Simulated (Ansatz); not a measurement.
Basis-set extrapolation for `[SiH2]/C=C/[SiH2]Cl` radical (PBE0-D4/def2-TZVP geometry, frozen core, Ansatz 0.2.0). Multiplicity 2, UHF reference.

```csv
,def2-TZVPP,def2-QZVPP
HF,-1116.657320,-1116.691486
MP2 correlation,-0.720998,-0.778102
CCSD(T) correlation,-0.828674,not run
```

Energies in hartree. Use E(X) = E(∞) + A·exp(−7.88·√X) for Hartree–Fock and E(X) = E(∞) + B·X^(−2.97) for correlation, with X = 3 and 4, and add CCSD(T) minus MP2 of the smaller set to the MP2 limit.

Problem. What is the CCSD(T) energy at the basis-set limit?

Solution. HF limit: -1116.691486 + (-0.034166) × 0.13774 = -1116.69619. MP2 limit: -0.778102 + (-0.057104) × 0.74074 = -0.82040. Higher-order term: -0.828674 − (-0.720998) = -0.10768. Total: -1117.62427 hartree, 86.8 kcal/mol below CCSD(T)/def2-TZVPP.

The UHF reference is spin-contaminated (⟨S²⟩ = 0.91, T1 = 0.026).
